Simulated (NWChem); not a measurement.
Molecule: ZnHBr; SMILES [ZnH][Br]

Results from NWChem. The geometry was optimised at PBE-D3(BJ)/def2-SVP. B3LYP is NWChem's, with the RPA form of VWN correlation. Vertical excitations in the gas phase; the lowest state need not have the same character in each row.

For level LRC-wPBEh/def2-SVP, TDA:

```
Property                         Result
-------------------------------  ------
lowest excitation, singlet (eV)    6.68
orbital gap (eV)                  11.25
```

Question: Estimate the same quantities for level B3LYP/def2-SVP, TDA.

Answer: 
| Item | Value |
|---|---|
| lowest excitation, singlet (eV) | 6.08 |
| orbital gap (eV) | 7.13 |
